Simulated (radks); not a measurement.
Problem. The mean radii <r> (bohr) of the occupied orbitals of an atom or ion are listed with their occupations. Method: scalar-relativistic Kohn-Sham, PBE, spin-polarised, spherical densities, finite nucleus; Fermi nuclear charge, rms radius of each element as measured or else 0.836 A^(1/3) + 0.57 fm; computed with a radial shooting solver on a logarithmic mesh with Libxc functionals.

orbital  occ.      <r>
1s up       1  0.02781
1s down     1  0.02781
2s up       1   0.1198
2s down     1   0.1198
2p up       3   0.1047
2p down     3   0.1047
3s up       1   0.3205
3s down     1   0.3205
3p up       3   0.3182
3p down     3   0.3181
3d up       5   0.2937
3d down     5   0.2936
4s up       1   0.7127
4s down     1   0.7126
4p up       3   0.7430
4p down     3   0.7431
4d up       1   0.7872

Name the element and its charge. Open shells, if any, are filled with parallel spins first.

Solution. Z = 52, tellurium, charge +15: Te15+ in [Kr] 4d1. The 1s radius gives Z: for a bare nucleus <r> = (2 gamma + 1)/(2Z) with gamma = sqrt(1 - (Z/c)^2), 0.02741 bohr for Z = 52, and screening makes it slightly larger (0.02781 here). The occupations add up to 37, and the charge is Z minus that.
